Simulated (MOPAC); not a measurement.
MOPAC input (PM7):

```
PM7 PRECISE GNORM=0.05 LET XYZ UHF MS=0.5 GEO-OK AUX(PRECISION=9) THREADS=1
C5H7

C     2.32392547 1   -0.13072028 1    0.28627980 1
C     0.98496526 1   -0.32276563 1    0.21932476 1
C     0.06429421 1    0.65095086 1   -0.23198067 1
C    -1.33674077 1    0.49584399 1   -0.31884094 1
C    -2.06812010 1   -0.60432030 1    0.00935337 1
H     2.99016038 1   -0.90565843 1    0.63863426 1
H     2.77196921 1    0.80948181 1   -0.01235026 1
H     0.59193334 1   -1.28493173 1    0.53164738 1
H     0.47594588 1    1.60623471 1   -0.53987106 1
H    -1.88135917 1    1.35824258 1   -0.69077543 1
H    -3.14333062 1   -0.60644307 1   -0.10015546 1
H    -1.61526338 1   -1.51085775 1    0.38805268 1
```

From the output:

```
                                                       MOPAC v23.2.5 Linux

          FINAL HEAT OF FORMATION =         40.91250 KCAL/MOL =     171.17791 KJ/MOL

          COSMO AREA              =        122.36 SQUARE ANGSTROMS
          COSMO VOLUME            =        107.76 CUBIC ANGSTROMS

          GRADIENT NORM           =          0.01389          =       0.00401 PER ATOM
          IONIZATION POTENTIAL    =          8.655354 EV
          ALPHA SOMO LUMO (EV)    =         -8.655  0.485
          BETA  SOMO LUMO (EV)    =        -10.149 -0.669
          NO. OF ALPHA ELECTRONS  =         14
          NO. OF BETA  ELECTRONS  =         13
          MOLECULAR WEIGHT        =         67.1103         POINT GROUP:  Cs

          MOLECULAR DIMENSIONS (Angstroms)

            Atom       Atom       Distance
            H    11    H     6     6.12862
            H    12    H     9     3.39912
            C     4    C     3     0.00000

          SCF CALCULATIONS        =         35

   ATOM   CHEMICAL          X               Y               Z
  NUMBER   SYMBOL      (ANGSTROMS)     (ANGSTROMS)     (ANGSTROMS)

     1       C          2.30139202  *  -0.13834340  *   0.28676268  *
     2       C          0.95582432  *  -0.33326255  *   0.22018219  *
     3       C          0.06696790  *   0.66716094  *  -0.23764678  *
     4       C         -1.33819184  *   0.51424648  *  -0.32573505  *
     5       C         -2.02866374  *  -0.60700891  *   0.01438633  *
     6       H          2.98453120  *  -0.89399676  *   0.63378276  *
     7       H          2.78158077  *   0.78096272  *  -0.00091213  *
     8       H          0.53325986  *  -1.29330995  *   0.52869988  *
     9       H          0.48827586  *   1.62376323  *  -0.54503075  *
    10       H         -1.89297933  *   1.38226621  *  -0.70077193  *
    11       H         -3.09977935  *  -0.67802349  *  -0.06945393  *
    12       H         -1.56687636  *  -1.50324609  *   0.39022606  *

                             CARTESIAN COORDINATES

   1    C        2.301392019    -0.138343397     0.286762678
   2    C        0.955824322    -0.333262555     0.220182190
   3    C        0.066967897     0.667160937    -0.237646782
   4    C       -1.338191841     0.514246485    -0.325735049
   5    C       -2.028663737    -0.607008907     0.014386332
   6    H        2.984531205    -0.893996763     0.633782761
   7    H        2.781580773     0.780962717    -0.000912128
   8    H        0.533259863    -1.293309946     0.528699880
   9    H        0.488275859     1.623763235    -0.545030750
  10    H       -1.892979325     1.382266210    -0.700771935
  11    H       -3.099779347    -0.678023492    -0.069453928
  12    H       -1.566876356    -1.503246088     0.390226056

           Empirical Formula: C5 H7  =    12 atoms

      MOLECULAR POINT GROUP   :   Cs

          ALPHA EIGENVALUES
 -28.74768 -26.60132 -23.33655 -20.65247 -18.37088 -16.75725 -15.72096 -14.13580
 -13.50712 -12.70628 -12.56043 -11.91182 -10.81953  -8.65535   0.48500   1.75019
   4.58264   4.70735   5.32748   5.49657   5.85063   5.91982   6.04033   6.20533
   6.27767   6.34379   6.52733

           BETA EIGENVALUES
 -28.67010 -26.52555 -23.10371 -20.59568 -18.29854 -16.69104 -15.63332 -14.04939
 -13.40320 -12.47841 -12.08046 -11.86335 -10.14864  -0.66879   1.08057   2.36357
   4.65330   4.78303   5.40979   5.53900   5.85767   5.95481   6.13989   6.29379
   6.33069   6.48782   6.60202

              NET ATOMIC CHARGES AND DIPOLE CONTRIBUTIONS

  ATOM NO.   TYPE          CHARGE      No. of ELECS.   s-Pop       p-Pop
    1          C          -0.297301        4.2973     1.10351     3.19380
    2          C          -0.131453        4.1315     1.08021     3.05125
    3          C          -0.156326        4.1563     1.09323     3.06310
    4          C          -0.138568        4.1386     1.07997     3.05860
    5          C          -0.290502        4.2905     1.10242     3.18809
    6          H           0.143227        0.8568     0.85677
    7          H           0.143800        0.8562     0.85620
    8          H           0.148875        0.8511     0.85113
    9          H           0.146212        0.8538     0.85379
   10          H           0.146068        0.8539     0.85393
   11          H           0.142880        0.8571     0.85712
   12          H           0.143088        0.8569     0.85691
 DIPOLE           X         Y         Z       TOTAL
 POINT-CHG.    -0.052     0.023    -0.014     0.059
 HYBRID         0.022    -0.025     0.012     0.036
 SUM           -0.030    -0.002    -0.002     0.031

          ATOMIC ORBITAL ELECTRON POPULATIONS

     Atom    s        px        py        pz
    1  C   1.10351   1.03609   1.12876   1.02894
    2  C   1.08021   0.99793   1.06131   0.99201
    3  C   1.09323   0.99233   1.06180   1.00897
    4  C   1.07997   1.00597   1.05019   1.00243
    5  C   1.10242   1.11266   1.05634   1.01908
    6  H   0.85677
    7  H   0.85620
    8  H   0.85113
    9  H   0.85379
   10  H   0.85393
   11  H   0.85712
   12  H   0.85691

                    (SZ)    =    0.500000
                    (S**2)  =    0.962092

          ATOMIC ORBITAL SPIN POPULATIONS

    Atom   Total    s     px     py     pz
         Atomic
    1  C  0.5647  0.015  0.026  0.076  0.448
    2  C -0.3753 -0.015 -0.027 -0.054 -0.279
    3  C  0.6917  0.020  0.034  0.095  0.543
    4  C -0.3737 -0.015 -0.029 -0.053 -0.277
    5  C  0.5570  0.015  0.023  0.077  0.442
    6  H -0.0168 -0.017
    7  H -0.0166 -0.017
    8  H  0.0113  0.011
    9  H -0.0208 -0.021
   10  H  0.0115  0.012
   11  H -0.0166 -0.017
   12  H -0.0164 -0.016

 **********************
 *                    *
 * JOB ENDED NORMALLY *
 *                    *
 **********************

 == MOPAC DONE ==
```

The geometry given is a B3LYP-D3(BJ)/def2-TZVP minimum.

The determinant is spin-contaminated: <S^2> is 0.96 against 0.75 for a pure state.
